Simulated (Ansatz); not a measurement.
Basis sets compared for Al7Sb6H22⁻, a cluster cut from wurtzite AlSb (hydrogen-capped). Charge -1, multiplicity 1. Geometry PBE-D4/def2-SVP. Ansatz on 2 threads of AMD EPYC 7R13 on a shared host and a share (18 GiB) of an NVIDIA H100 80GB HBM3; times are rough, and most runs start from earlier orbitals.

```xyz
35

Al   -0.8520   -4.2412    1.6905
Sb   -3.0653   -3.6604    0.2137
Al   -3.1591   -2.5398   -2.2666
Al    2.3609   -1.9162    3.5103
Sb    0.3571   -1.8191    1.6922
Al    0.7188   -0.4993   -0.6328
Sb   -1.6933   -0.3066   -1.8264
Al   -2.0040    1.3015   -3.9823
Sb    2.9978    0.7272    3.6506
Al    3.6496    2.3887    1.5935
Sb    1.5072    2.0064   -0.0163
Al    1.5988    3.9016   -1.9475
Sb   -0.8817    3.5916   -3.0278
H    -1.3270   -4.6247    3.1802
H     0.0126   -5.2669    0.8021
H    -4.1370   -5.0106    0.2575
H    -4.0463   -2.6642    1.2125
H    -2.3362   -3.5336   -3.2281
H    -4.6870   -2.1468   -2.5863
H     1.7884   -2.3742    4.9434
H     3.6384   -2.6413    2.8532
H    -0.8071   -0.8267    2.4795
H     1.7859   -1.2410   -1.5725
H    -2.6147    0.5061   -0.6220
H    -1.0367    0.7969   -5.1653
H    -3.5671    1.5792   -4.2457
H     4.1201    0.9650    4.9387
H     1.6840    1.4820    4.4612
H     4.9529    1.7432    0.9050
H     3.6630    3.8993    2.1494
H     0.2060    2.5496    0.9697
H     2.6358    3.4462   -3.0906
H     1.6808    5.3658   -1.2839
H    -1.9795    4.1972   -1.8522
H    -1.1641    4.8652   -4.1567
```

In the def2 sets Sb takes a core potential; there is no spin–orbit coupling. Single mean-field runs in def2-TZVP are fitted with def2-universal-jkfit.

| level | functions | energy (Eh) | HOMO (eV) | LUMO (eV) | wall time |
| --- | --- | --- | --- | --- | --- |
| PBE-D4/def2-SVP | 392 | -3150.4546 | -3.39 | 0.23 | 3 s |
| PBE0-D4/def2-SVP | 392 | -3150.7380 | -4.30 | 0.88 | 5.5 s |

Problem. Estimate the rows for PBE-D4/def2-TZVP, PBE0-D4/def2-TZVP (with forces).

Solution. 
```tsv
level	functions	energy (Eh)	HOMO (eV)	LUMO (eV)	wall time
PBE-D4/def2-TZVP	691	-3151.1117	-3.42	0.13	7 s
PBE0-D4/def2-TZVP (with forces)	691	-3151.3772	-4.28	0.81	12 s
```
